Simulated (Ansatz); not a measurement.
Consider the redistribution: `[F][Sn][Cl]` + `[SiH3][O][In]([Cl])[Cl]` → `[SiH3][O][Sn][Cl]` + `[F][In]([Cl])[Cl]`.

Gas-phase electronic energies from Ansatz, PBE0-D4/def2-TZVP geometries. CCSD(T)/CBS adds triple-zeta CCSD(T) − MP2 to the extrapolated MP2 energy (def2 sets, frozen cores). DFT in def2-TZVPP. B3LYP here is the variant with VWN-RPA as its local correlation; programs differ in this. Elements past krypton have def2 core potentials. For In, Sn outer-core shells are correlated without core-valence functions, which leaves a few kJ/mol of doubt a bond. Each species was taken in one conformer, which may not be the lowest.

```json
{"level": "LDA (SPW92)", "ΔE (eV)": "0.05"}
{"level": "B3LYP-D4", "ΔE (eV)": "0.02"}
{"level": "CAM-B3LYP", "ΔE (eV)": "0.07"}
{"level": "MP2/CBS(def2)", "ΔE (eV)": "0.07"}
```

Question: What does CCSD(T)/CBS give? (Best estimate.)

Answer: Ansatz gave: +0.07 eV. The listed levels differ from it by -0.02, -0.05, 0.00, 0.00 eV.

Largest T1 diagnostic among the species: 0.016.

Leaving LDA and LC-ωPBE aside and taking each functional with its dispersion term where it has one, the values, not all of them listed here, spread over 0.06 eV, from revPBE-D4 to B2PLYP. At CCSD(T), def2-SVP lies −0.06 eV from the extrapolated value and def2-TZVPP −0.02 eV.
